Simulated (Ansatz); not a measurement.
Input and output for ZnI₂⁺.

```yaml
crystal:
  periodic: [false, false, false]
  atoms:
    - {symbol: Zn, position_ang: [0.000546, -0.000094, -0.000057]}
    - {symbol: I, position_ang: [0.021166, -1.297161, 2.057639]}
    - {symbol: I, position_ang: [-0.021721, 1.297255, -2.057592]}
basis:
  gaussian: {orbitals: STO-3G}
total_charge: 1
magnetization: {spin_polarized: true, initial_magnetization: 1}
hamiltonian: {xc: {name: HF}}
correlation: {active_space: {window: {electrons: 6, orbitals: 2}}}
scf: {lower_state_search: off}
output: {forces: true}
```

```sh
$ ansatz run in.yaml --threads 4 --pin off --events-out ev --progress --plain --max-ram 3916MiB
```

Output, abridged:

```
Error: invalid value for `correlation.active_space`: it starts from restricted Hartree–Fock orbitals; set hamiltonian.xc: hf without magnetization.spin_polarized
```
